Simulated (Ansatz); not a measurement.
Cost and result for the atomization energy of CH6O3Si (`CO[SiH](O)O`) (11 atoms, 10 bonds).

Cartesian coordinates in Å:
```
C -0.776 1.484 -0.515
O -0.531 0.098 -0.608
Si 0.272 -0.763 0.527
O 1.842 -0.355 0.695
O 0.178 -2.321 0.044
H -1.194 1.756 0.461
H 0.142 2.058 -0.671
H -1.496 1.758 -1.287
H -0.324 -0.511 1.855
H 2.451 -0.655 0.018
H -0.565 -2.549 -0.517
```

Charge 0, multiplicity 1. The structure was optimised at the PBE0-D4/def2-TZVP level. It is one conformer, not always the lowest. Program: Ansatz. All runs use 4 threads of a server CPU on a shared host. Times are those of one run each, without the atoms' runs, and a repeat can differ threefold. Electronic energies, without spin–orbit coupling; frozen cores. CCSD(T)/CBS adds CCSD(T) − MP2 in def2-TZVPP to the MP2 limit, and its time is that of the two runs behind it. T1 = 0.011. HSE06 is the plane-wave form, built on full-range PBE exchange.

CCSD(T)/CBS is a level of theory with its own doubt, some kJ/mol a heavy atom from the limit and from the frozen cores, so smaller differences don't rank the functionals.

| level | functions | wall time |
| --- | --- | --- |
| BLYP-D4/def2-TZVPP | 250 | 2.2 s |
| PBE-D4/def2-TZVPP (with forces) | 250 | 2.8 s |
| BHLYP-D4/def2-TZVPP | 250 | 3.1 s |
| HSE06-D4/def2-TZVPP | 250 | 3.2 s |
| PBE0-D4/def2-TZVPP | 250 | 4.1 s |
| r2SCANh-D4/def2-TZVPP | 250 | 5.5 s |
| PBE-QIDH/def2-TZVPP | 250 | 6 s |
| CCSD(T)/def2-SVP | 104 | 6 s |
| ωB97X-V/def2-TZVPP | 250 | 7 s |
| B97M-V/def2-TZVPP | 250 | 7.5 s |
| MP2/def2-QZVPP | 478 | 20 s |
| CCSD(T)/def2-TZVPP | 250 | 100 s |
| CCSD(T)/CBS(def2) | – | 2 min |

(1) What atomization energy does each give, and how far from CCSD(T)/CBS? (Estimate.)

Results:

(1) Ansatz gave: 
```tsv
level	atomization (kcal/mol)	difference from CCSD(T)/CBS	per bond
BLYP-D4/def2-TZVPP	1030.0	-9.0	-0.9
PBE-D4/def2-TZVPP (with forces)	1044.5	5.5	0.5
BHLYP-D4/def2-TZVPP	995.5	-43.5	-4.3
HSE06-D4/def2-TZVPP	1023.5	-15.5	-1.6
PBE0-D4/def2-TZVPP	1022.6	-16.4	-1.6
r2SCANh-D4/def2-TZVPP	1025.4	-13.6	-1.4
PBE-QIDH/def2-TZVPP	1020.2	-18.8	-1.9
CCSD(T)/def2-SVP	958.1	-80.9	-8.1
ωB97X-V/def2-TZVPP	1034.6	-4.4	-0.4
B97M-V/def2-TZVPP	1031.3	-7.7	-0.8
MP2/def2-QZVPP	1050.6	11.6	1.2
CCSD(T)/def2-TZVPP	1008.5	-30.5	-3.0
CCSD(T)/CBS(def2)	1039.0	0.0	0.0
```

From BLYP to BHLYP (50 % exact exchange), in def2-TZVPP and without D4, the atomization energy moves by −29.6 kcal/mol: exact exchange takes away binding that semilocal exchange gives to molecules. The D4 term adds +7.5 kcal/mol with B3LYP and +3.9 kcal/mol with PBE0; it sums over pairs of atoms, weighted by their polarisabilities, and B3LYP, whose exchange is more repulsive, gets the larger term. In def2-TZVPP, CCSD(T) changes the Hartree–Fock value by +267.0 kcal/mol (the triples alone add +14.5 kcal/mol) and MP2 by +290.7 kcal/mol; breaking electron pairs costs correlation energy, which Hartree–Fock lacks.

B3LYP here is the variant with VWN-RPA as its local correlation; programs differ in this.
